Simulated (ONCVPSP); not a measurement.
iodine (I): ONCV pseudisation with PBEsol, scalar-relativistic reference atom.

```json
{
 "Element": "iodine (I)",
 "Generator": "ONCVPSP 4.0.1",
 "Type": "optimised norm-conserving Vanderbilt (ONCV)",
 "Functional": "PBEsol",
 "Relativity": "scalar-relativistic",
 "Frozen core": "[Kr] 4d10",
 "Valence charge": "7",
 "Reference configuration": "5s2 5p5",
 "Partial waves": "5s: rc 1.70 bohr, ncon 3, nbas 6, qcut 3.7 1/bohr, 2 projectors, debl 0.5 Ha; 5p: rc 1.80 bohr, ncon 4, nbas 8, qcut 3.7 1/bohr, 3 projectors, debl 2.3 Ha",
 "Local potential": "polynomial inside 1.45 bohr (lpopt 5, dvloc0 0 Ha)",
 "Core correction": "Teter function, fcfact 4, rcfact 1.15"
}
```

In the s channel the program set the typed energies aside and used -0.641, 0.250 Ha.

All-electron outer shells of the reference configuration (PBEsol, scalar-relativistic, ld1.x):

| shell | level (eV) | outermost node (bohr) | outermost maximum (bohr) |
| --- | --- | --- | --- |
| 4p | -127.38 | 0.37 | 0.72 |
| 4d | -50.21 | 0.35 | 0.78 |
| 5s | -17.45 | 0.88 | 1.70 |
| 5p | -7.10 | 0.96 | 2.02 |

Results:

```json
{
 "Cutoffs needed": "14 Ha and 30 Ha (the cutoffs (Ha) at which the residual kinetic energy of the hardest occupied pseudo-wave falls to 1 and 0.1 mHa per electron) The cutoffs count occupied waves only; projector 2 of the p channel, the hardest unoccupied one, needs 70 Ha at the loose tolerance.",
 "Ghost test": "ghosts flagged at negative energy: p at -108.9 eV; GHOST(+) flags only above 600 eV; a true bound ghost makes a file unfit for plane-wave use",
 "Configuration tests": "3 of 4 tests not solved or not reliable",
 "rms error of d²Exc/dni dnj": "5.19 mHa without and 2.02 mHa with the model core"
}
```

Generation and tests took about 3.5 s on one core of a shared server CPU.
